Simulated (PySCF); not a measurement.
GaBr3, SMILES [Br][Ga]([Br])[Br].

Coordinates come from a B3LYP-D3(BJ)/def2-SVP optimisation. The isomer is the one that the SMILES or the coordinates give; other isomers of the formula were not compared.

Level of theory: PySCF with ωB97X/def2-TZVP.

Gas-phase values at a fixed geometry.

Task: Estimate the frontier levels, gap, dipole moment and polarisability. (An estimate is asked for; the answer gives what the named calculation found.)

Result: 
```json
{
  "highest_occupied_level": "-11.05 eV",
  "lowest_empty_level": "-0.45 eV",
  "orbital_gap": "10.60 eV",
  "dipole_moment": "0.00 D",
  "quadrupole, principal values (traceless, Buckingham form, about the centre of nuclear charge)": "-2.08, -2.08, 4.17 D·Å",
  "mean_static_polarisability": "85.7 bohr³ (12.70 Å³)",
  "polarisability_principal_values": "58.7, 99.2, 99.2 bohr³"
}
```
